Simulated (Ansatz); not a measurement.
**Setting up SnH3OF (SMILES [OH][SnH2][F]) in Ansatz**

The species is SnH3OF (6 atoms), meant as a singlet with charge 0. As SMILES, `[OH][SnH2][F]`. The coordinates come from a PBE0-D4/def2-TZVP relaxation. This is one conformer, not always the lowest.

```xyz
6

O    -1.4144   -0.3330   -0.4250
Sn    0.3023    0.2559    0.2837
F     1.4091   -1.3151    0.3021
H    -1.3686   -0.6857   -1.3167
H     1.0961    1.3171   -0.7821
H     0.0175    0.6967    1.8919
```

Settings wanted:

```json
{
 "basis set": "def2-SVPD",
 "core potential": "def2-SVPD",
 "task": "energy",
 "method": "DFT",
 "functional": "wB97X",
 "dispersion": "none",
 "reference": "RKS",
 "relativity": "none",
 "accuracy": "high"
}
```

Give an Ansatz 0.2.0 job that does this.

This one ran through:

run.yaml:
```yaml
crystal:
  periodic: [false, false, false]
  atoms:
    - {symbol: O, position_ang: [-1.414400, -0.333000, -0.425000]}
    - {symbol: Sn, position_ang: [0.302300, 0.255900, 0.283700]}
    - {symbol: F, position_ang: [1.409100, -1.315100, 0.302100]}
    - {symbol: H, position_ang: [-1.368600, -0.685700, -1.316700]}
    - {symbol: H, position_ang: [1.096100, 1.317100, -0.782100]}
    - {symbol: H, position_ang: [0.017500, 0.696700, 1.891900]}
basis:
  gaussian:
    orbitals: def2-SVPD
magnetization:
  spin_polarized: false
hamiltonian:
  xc: {name: wB97X}
accuracy: high
output:
  orbitals: {seedname: orbitals}
```

```bash
$ ansatz run run.yaml --threads 1 --pin off --max-ram 3480MiB --events-out events.jsonl --progress --plain --runs-dir runs
```

Calculated total energy: -391.07177 Eh.
